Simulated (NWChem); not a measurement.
System: BHF₂; SMILES FBF

```xyz
4

B      0.0000     0.0000    -0.4577
H      0.0000     0.0000    -1.6471
F     -1.1335     0.0000     0.2189
F      1.1335     0.0000     0.2189
```
Atoms are numbered in this order, from 1.

Computed with NWChem. Pople sets run with spherical d functions. Coordinates come from a B3LYP/6-31G* (spherical d) optimisation. Vzz is the largest principal value of the second derivative of the potential at the nucleus (NWChem prints the opposite sign); η is the asymmetry. Non-relativistic.

| level | Vzz B1 (a.u.) | η B1 | relative time |
|---|---|---|---|
| PBE0/def2-SVP | 0.340 | 0.53 | 1 |
| PBE0/6-31G* | 0.341 | 0.57 | 1 |
| CAM-B3LYP/def2-SVP | 0.346 | 0.52 | 2 |
| CAM-B3LYP/cc-pVTZ | 0.403 | 0.52 | 20 |

Relative times are rough (shared machine, one core).
